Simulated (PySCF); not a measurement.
`[SiH2]1[Si@@H](O)C=C(F)CC1`, C4H9FOSi2

Geometry:
| atom | x (Å) | y (Å) | z (Å) |
| --- | --- | --- | --- |
| O1 | 2.858 | 0.926 | -0.002 |
| Si2 | 1.482 | 0.426 | -0.718 |
| C3 | 1.004 | -1.304 | -0.145 |
| C4 | -0.255 | -1.644 | 0.082 |
| F5 | -0.528 | -2.908 | 0.522 |
| C6 | -1.494 | -0.818 | -0.077 |
| C7 | -1.469 | 0.485 | 0.735 |
| Si8 | -0.219 | 1.766 | 0.054 |
| H9 | 3.674 | 0.434 | -0.058 |
| H10 | 1.723 | 0.328 | -2.169 |
| H11 | 1.757 | -2.059 | 0.042 |
| H12 | -2.338 | -1.434 | 0.244 |
| H13 | -1.640 | -0.583 | -1.135 |
| H14 | -2.477 | 0.902 | 0.733 |
| H15 | -1.240 | 0.244 | 1.775 |
| H16 | 0.054 | 2.735 | 1.124 |
| H17 | -0.898 | 2.515 | -1.017 |

Theory: PySCF 2.14.0, GIAO B3LYP/pcSseg-1 magnetisability, rotational g tensor and spin-rotation constants, non-relativistic, gas phase. Geometry: GFN2-xTB.

(1) How diamagnetic is it, and how anisotropic?

(2) Split it along the inertial axes a, b, c into diamagnetic and paramagnetic parts about the centre of mass, with the quadrupole moment.

(3) And the rotational g tensor?

Answers

(1) Isotropic -1386 × 10⁻³⁰ J/T², or -83.5 × 10⁻⁶ cm³/mol; principal values -1505, -1350, -1302 × 10⁻³⁰ J/T², anisotropy 184 × 10⁻³⁰ J/T² (root of half the summed squared differences of the principal values). The susceptibility is in cgs units.

(2) 
```tsv
axis	χ (10⁻⁶ cm³/mol)	diamagnetic (10⁻⁶ cm³/mol)	paramagnetic (10⁻⁶ cm³/mol)	summed x² of all electrons (Å²)	quadrupole Θ (D Å)
a	-83.0	-773.6	690.6	227.9	-8.37
b	-79.6	-1104.5	1024.9	149.9	+10.15
c	-87.8	-1602.6	1514.7	32.5	-1.77
```
Anisotropies 2χaa − χbb − χcc = +1.5 and 2χbb − χaa − χcc = +11.6 × 10⁻⁶ cm³/mol. Θ is traceless in Buckingham's convention.

(3) 
```tsv
axis	rotational constant (GHz)	g	nuclear part	electronic part
a	1.8876	-0.0223	0.5901	-0.6124
b	1.1571	-0.0215	0.5357	-0.5571
c	0.7769	-0.0088	0.5440	-0.5528
```
Asymmetric top; isotopes 12C, 19F, 1H, 16O, 28Si; no vibrational averaging.
